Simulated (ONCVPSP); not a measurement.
## Before and after: ONCV potential for nickel (Ni)

```
Element                 : Ni (Z = 28)
Generator               : ONCVPSP 4.0.1
Type                    : optimised norm-conserving Vanderbilt (ONCV)
Functional              : PBE
Relativity              : scalar-relativistic
Frozen core             : [Ne]
Valence charge          : 18
Reference configuration : 3s2 3p6 3d8 4s2
Partial waves           : 3s+4s: rc 1.00 bohr, ncon 3, nbas 6, qcut 12.2 1/bohr, 2 projectors; 3p: rc 0.75 bohr, ncon 4, nbas 7, qcut 12 1/bohr, 2 projectors, debl 1.8 Ha; 3d: rc 0.75 bohr, ncon 4, nbas 7, qcut 11.2 1/bohr, 2 projectors, debl 4 Ha
Local potential         : polynomial inside 0.55 bohr (lpopt 3, dvloc0 1 Ha)
Core correction         : Teter function, fcfact 4, rcfact 1.3
```

In the p channel the program set the typed energies aside and used -2.623, 0.250 Ha.

Change: s: rc 0.72.

Cutoffs: the cutoffs (Ha) at which the residual kinetic energy of the hardest occupied pseudo-wave falls to 1 and 0.1 mHa per electron; they do not see the model core or the augmentation charge, which bear on the density cutoff. Errors are all-electron minus pseudo energies relative to the spin-unpolarised reference configuration.

Question: How do hardness, ghosts and transferability respond?

Answer: The potential gets neither clearly harder nor softer (308 Ha and 410 Ha → 308 Ha and 410 Ha); the d channel sets the loose cutoff, while the largest relative change is in s, which becomes harder; of the 4 tests that both files solve, the error grows in 0 and shrinks in 1 by more than 15 % and 0.3 meV (median size 0.4 → 0.4 meV); neither file shows a bound ghost.

```csv
quantity,base,changed
"cutoff, loose",308 Ha,308 Ha
"cutoff, tight",410 Ha,410 Ha
loose cutoff by channel,"s 54 Ha, p 72 Ha, d 308 Ha","s 68 Ha, p 72 Ha, d 308 Ha"
bound ghosts,none,none
GHOST(+) flags under 300 eV,none,none
"error for 3s2 3p6 3d8 4s1, meV [ΔE 9.32 eV]",-0.4,-0.3
"error for 3s2 3p6 3d8 4s0, meV [ΔE 26.67 eV]",-0.2,-0.3
"error for 3s2 3p6 3d7 4s0, meV [ΔE 64.14 eV]",-2.5,-1.4
"error for 3s2 3p6 3d8.5 4s1.5, meV [ΔE -1.18 eV]",-0.5,-0.5
p: phases at 0.76 bohr within 0.05 rad from the reference energy up to (Ha; the scan ends near 5),to the end of the scan,to the end of the scan
d: phases at 0.76 bohr within 0.05 rad from the reference energy up to (Ha; the scan ends near 5),to the end of the scan,to the end of the scan
"rms error of d²Exc/dni dnj with the model core, mHa",1.22,1.14
```
